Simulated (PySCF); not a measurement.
A calculated (TPSS, PySCF 2.14, aug-cc-pVDZ-DK, the spin-free X2C one-electron Hamiltonian (Gaussian nucleus)) atom or ion has these occupied shells.

```csv
shell,electrons,orbital energy (eV),"rms radius, mean of both spins (bohr)"
1s α,1,-2425.4,0.112
1s β,1,-2424.9,0.112
2s α,1,-224.91,0.520
2s β,1,-224.48,0.520
2p α,3,-168.73,0.494
2p β,3,-168.11,0.494
3s α,1,-29.347,1.77
3s β,1,-25.362,1.77
3p α,3,-18.090,2.03
```

(1) Name the element and its charge.

Answers

(1) S+ (sulfur, charge +1), in [Ne] 3s2 3p3, high-spin 4S determinant.
